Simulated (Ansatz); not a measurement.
Calculated with Ansatz (gas phase, PBE0-D4/def2-TZVP geometries, no zero-point term in ΔE). CBS: MP2 limit from def2 TZ/QZ plus the TZ coupled-cluster correction, frozen cores. This one scheme is used for every species. DFT in def2-TZVPP. B3LYP here is the variant with VWN-RPA as its local correlation; programs differ in this. For Ge outer-core shells are correlated without core-valence functions, which leaves a few kJ/mol of doubt a bond. Scalar relativity is left out up to krypton. Each species was taken in one conformer, which may not be the lowest.

`C[N]([GeH3])[SiH2]O` + `OBF` → `O[SiH2]O` + `C[N]([GeH3])BF`  (redistribution)

`C[N]([GeH3])[SiH2]O`:

```xyz
14

C    -1.439   -0.491   -0.486
N    -0.099    0.039   -0.285
Ge    1.258   -0.925   -1.080
Si    0.192    1.299    0.835
O     0.512    0.850    2.390
H    -2.188    0.210   -0.105
H    -1.595   -1.453    0.020
H    -1.652   -0.640   -1.551
H     0.973   -0.986   -2.593
H     2.581   -0.210   -0.785
H     1.275   -2.363   -0.522
H     1.420    2.016    0.428
H    -1.028    2.153    0.820
H    -0.210    0.503    2.915
```

`OBF`:

```xyz
5

O    -0.551   -0.401   -0.738
B     0.156   -0.105    0.367
F     0.702    1.101    0.513
H    -0.603    0.328   -1.365
H     0.296   -0.923    1.223
```

`O[SiH2]O`:

Cartesian coordinates in Å:
```
O -0.087 0.837 1.181
Si -0.161 0.218 -0.338
O 0.434 -1.308 -0.452
H -0.628 0.427 1.857
H -1.561 0.088 -0.802
H 0.630 1.171 -1.149
H 1.372 -1.434 -0.297
```

`C[N]([GeH3])BF`:

```xyz
12

C    -0.379   -0.583    1.275
N     0.217    0.111    0.147
Ge   -0.674   -0.089   -1.476
B     1.377    0.867    0.305
F     1.917    1.503   -0.744
H     0.211   -0.406    2.176
H    -0.421   -1.664    1.104
H    -1.400   -0.235    1.466
H     0.065    0.687   -2.563
H    -2.108    0.432   -1.275
H    -0.725   -1.596   -1.783
H     1.921    0.970    1.369
```

```
             level  ΔE (kcal/mol)  difference from CCSD(T)/CBS
           PBE0-D4           -6.3                          0.6
           ωB97X-V           -6.8                          0.1
           ωB97M-V           -6.8                          0.1
              PBE0           -7.1                         -0.2
             B3LYP           -7.9                         -1.0
     HF/def2-TZVPP           -7.7                         -0.8
SCS-MP2/def2-TZVPP           -7.1                         -0.2
     HF/def2-QZVPP           -7.7                         -0.8
      HF/CBS(def2)           -7.7                         -0.8
    CCSD/CBS(def2)           -7.2                         -0.3
       CCSD(T)/CBS           -6.9                            0
```

Largest T1 diagnostic among the species: 0.013.

In def2-TZVPP, CCSD(T) changes the Hartree–Fock value by +0.9 kcal/mol (the triples alone add +0.3 kcal/mol) and MP2 by +1.0 kcal/mol. The D4 term adds +1.3 kcal/mol with B3LYP and +0.8 kcal/mol with PBE0; it sums over pairs of atoms, weighted by their polarisabilities, and B3LYP, whose exchange is more repulsive, gets the larger term.
